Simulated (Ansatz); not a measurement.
`C[Si]Br` + NH₃ → `C[Si]N` + HBr  (ligand exchange at the Si–Br bond)

Program: Ansatz. Geometries: PBE0-D4/def2-TZVP. ΔE: electronic, gas phase. CCSD(T)/CBS adds triple-zeta CCSD(T) − MP2 to the extrapolated MP2 energy (def2 sets, frozen cores). This one scheme is used for every species. Functionals use def2-TZVPP. B3LYP here is the variant with VWN-RPA as its local correlation; programs differ in this. HSE06 is defined as in plane-wave codes. For Br outer-core shells are correlated without core-valence functions, which leaves a few kJ/mol of doubt a bond. Scalar relativity is left out up to krypton. One conformer a species, not always the lowest.

```json
{"level": "BLYP-D4", "ΔE (kJ/mol)": "21.8", "difference from CCSD(T)/CBS": "-2.2"}
{"level": "r2SCAN-D4", "ΔE (kJ/mol)": "22.7", "difference from CCSD(T)/CBS": "-1.3"}
{"level": "B97M-V", "ΔE (kJ/mol)": "21.9", "difference from CCSD(T)/CBS": "-2.1"}
{"level": "PBE0-D4", "ΔE (kJ/mol)": "26.4", "difference from CCSD(T)/CBS": "2.4"}
{"level": "B3LYP-D4", "ΔE (kJ/mol)": "22.6", "difference from CCSD(T)/CBS": "-1.4"}
{"level": "r2SCANh-D4", "ΔE (kJ/mol)": "23.5", "difference from CCSD(T)/CBS": "-0.5"}
{"level": "r2SCAN0-D4", "ΔE (kJ/mol)": "24.4", "difference from CCSD(T)/CBS": "0.4"}
{"level": "HSE06-D4", "ΔE (kJ/mol)": "26.8", "difference from CCSD(T)/CBS": "2.8"}
{"level": "BHLYP-D4", "ΔE (kJ/mol)": "24.4", "difference from CCSD(T)/CBS": "0.4"}
{"level": "CAM-B3LYP-D4", "ΔE (kJ/mol)": "15.7", "difference from CCSD(T)/CBS": "-8.3"}
{"level": "ωB97X-V", "ΔE (kJ/mol)": "19.5", "difference from CCSD(T)/CBS": "-4.5"}
{"level": "ωB97M-V", "ΔE (kJ/mol)": "22.4", "difference from CCSD(T)/CBS": "-1.6"}
{"level": "B2PLYP", "ΔE (kJ/mol)": "21.0", "difference from CCSD(T)/CBS": "-3.0"}
{"level": "PBE-QIDH", "ΔE (kJ/mol)": "24.1", "difference from CCSD(T)/CBS": "0.1"}
{"level": "PBE", "ΔE (kJ/mol)": "25.7", "difference from CCSD(T)/CBS": "1.7"}
{"level": "revPBE", "ΔE (kJ/mol)": "28.6", "difference from CCSD(T)/CBS": "4.6"}
{"level": "BLYP", "ΔE (kJ/mol)": "21.8", "difference from CCSD(T)/CBS": "-2.2"}
{"level": "r2SCAN", "ΔE (kJ/mol)": "22.8", "difference from CCSD(T)/CBS": "-1.2"}
{"level": "r2SCANh", "ΔE (kJ/mol)": "23.5", "difference from CCSD(T)/CBS": "-0.5"}
{"level": "r2SCAN0", "ΔE (kJ/mol)": "24.4", "difference from CCSD(T)/CBS": "0.4"}
{"level": "HSE06", "ΔE (kJ/mol)": "26.4", "difference from CCSD(T)/CBS": "2.4"}
{"level": "BHLYP", "ΔE (kJ/mol)": "21.7", "difference from CCSD(T)/CBS": "-2.3"}
{"level": "CAM-B3LYP", "ΔE (kJ/mol)": "15.1", "difference from CCSD(T)/CBS": "-8.9"}
{"level": "LC-ωPBE", "ΔE (kJ/mol)": "16.8", "difference from CCSD(T)/CBS": "-7.2"}
{"level": "RPA@PBE/def2-TZVPP", "ΔE (kJ/mol)": "16.5", "difference from CCSD(T)/CBS": "-7.5"}
{"level": "HF/def2-SVP", "ΔE (kJ/mol)": "20.3", "difference from CCSD(T)/CBS": "-3.7"}
{"level": "MP2/def2-SVP", "ΔE (kJ/mol)": "12.7", "difference from CCSD(T)/CBS": "-11.3"}
{"level": "CCSD/def2-SVP", "ΔE (kJ/mol)": "12.0", "difference from CCSD(T)/CBS": "-12.0"}
{"level": "CCSD(T)/def2-SVP", "ΔE (kJ/mol)": "11.1", "difference from CCSD(T)/CBS": "-12.9"}
{"level": "HF/def2-TZVPP", "ΔE (kJ/mol)": "24.8", "difference from CCSD(T)/CBS": "0.8"}
{"level": "MP2/def2-TZVPP", "ΔE (kJ/mol)": "21.2", "difference from CCSD(T)/CBS": "-2.8"}
{"level": "SCS-MP2/def2-TZVPP", "ΔE (kJ/mol)": "19.2", "difference from CCSD(T)/CBS": "-4.8"}
{"level": "CCSD/def2-TZVPP", "ΔE (kJ/mol)": "18.8", "difference from CCSD(T)/CBS": "-5.2"}
{"level": "CCSD(T)/def2-TZVPP", "ΔE (kJ/mol)": "18.8", "difference from CCSD(T)/CBS": "-5.2"}
{"level": "HF/def2-QZVPP", "ΔE (kJ/mol)": "23.6", "difference from CCSD(T)/CBS": "-0.4"}
{"level": "MP2/def2-QZVPP", "ΔE (kJ/mol)": "23.8", "difference from CCSD(T)/CBS": "-0.2"}
{"level": "SCS-MP2/def2-QZVPP", "ΔE (kJ/mol)": "21.4", "difference from CCSD(T)/CBS": "-2.6"}
{"level": "HF/CBS(def2)", "ΔE (kJ/mol)": "23.5", "difference from CCSD(T)/CBS": "-0.5"}
{"level": "MP2/CBS(def2)", "ΔE (kJ/mol)": "26.5", "difference from CCSD(T)/CBS": "2.5"}
{"level": "CCSD/CBS(def2)", "ΔE (kJ/mol)": "24.0", "difference from CCSD(T)/CBS": "0.0"}
{"level": "CCSD(T)/CBS", "ΔE (kJ/mol)": "24.0", "difference from CCSD(T)/CBS": "0"}
```

Largest T1 diagnostic among the species: 0.013.

Leaving LDA and LC-ωPBE aside and taking each functional with its dispersion term where it has one, the values spread over 11.2 kJ/mol, from CAM-B3LYP-D4 to HSE06-D4. LDA lies −10.5 kJ/mol from PBE without D4. At CCSD(T), def2-SVP lies −12.9 kJ/mol from the extrapolated value and def2-TZVPP −5.2 kJ/mol.
